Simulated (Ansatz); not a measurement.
Rb5H4. Charge 0, multiplicity 2. Geometry B3LYP-D4/def2-SVP, basis def2-TZVP, Ansatz.

Cartesian coordinates in Å:
```
Rb 2.095 -1.126 0.020
Rb -1.487 -0.279 -1.844
Rb -0.339 1.860 1.493
Rb 2.219 2.997 -2.824
Rb -1.440 -2.052 1.819
H -2.429 0.276 0.677
H 0.827 1.227 -1.042
H 0.790 -0.490 2.352
H -0.236 -2.411 -0.651
```

```tsv
run	HOMO (eV)	LUMO (eV)
A	-1.95	-1.09
B	-2.26	-0.81
C	-3.27	0.18
D	-3.41	0.13
```

In the def2 sets Rb takes a core potential; there is no spin–orbit coupling. LC-ωPBE has ω = 0.4 bohr⁻¹. HSE06 is defined as in plane-wave codes, on full-range PBE exchange. The structure comes from a short search, and lower isomers may exist.

HOMO and LUMO are taken over both spins.

Problem. The runs used HSE06, LC-ωPBE, PBE0, ωB97X-V. Estimate which is which.

Solution. A HSE06 (range-separated); B PBE0 (25 % exact exchange); C ωB97X-V (range-separated); D LC-ωPBE (range-separated). Exact exchange lowers occupied and raises empty levels; among semilocal functionals meta-GGAs tend to open the gap a little, and such runs are hard to tell apart. The gap grows from 0.86 eV (HSE06) to 3.54 eV (LC-ωPBE).
